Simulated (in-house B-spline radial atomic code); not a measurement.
A run on neutral rhodium (an excited or competing configuration) that did not converge. Method: scalar-relativistic (X2C) wB97X, spin-polarised, spherical fractional occupations, exact exchange averaged over the configuration, Fermi nucleus of rms radius 4.4945 fm; computed with an all-electron radial atomic-structure program (B-spline basis).

Command:
```bash
python run_scf.py task.json out
```
Settings (nuclear radius in fm, mass in u):
```
Z                45
configuration    [Kr] 4d7 5s1 6f1
hamiltonian      x2c
method           wb97x
spin_polarised   True
nucleus          fermi
rms_radius       4.4945
atomic_mass      102.90549
speed_of_light   137.035999084
exact_exchange   averaged over the configuration
```

First and last ten iterations of the last attempt (damped for 15 steps, keeping 80 % of the old Fock matrix, then DIIS):
```
 iter        energy (Eh)    residual
    1       -4779.689669    4.53e-01
    2       -4781.175954    2.32e-01
    3       -4782.368201    1.51e-01
    4       -4782.962993    9.64e-02
    5       -4783.230912    6.21e-02
    6       -4783.349510    4.26e-02
    7       -4783.401109    2.91e-02
    8       -4783.423334    1.98e-02
    9       -4783.432984    1.39e-02
   10       -4783.437225    1.07e-02
  111       -4783.441356    3.98e-04
  112       -4783.441380    6.00e-04
  113       -4783.441386    5.78e-04
  114       -4783.441387    2.29e-04
  115       -4783.441321    1.74e-04
  116       -4783.441302    2.95e-04
  117       -4783.441203    2.48e-04
  118       -4783.441305    1.77e-04
  119       -4783.441318    2.30e-04
  120       -4783.441363    3.30e-04
 not converged after 120 iterations
```

The smallest residual met was 1.4e-04; the threshold is about 4e-07. No energy from this run should be used. Time taken, with all properties: 18 s on 1 thread of Intel(R) Xeon(R) 6975P-C, on a shared host.
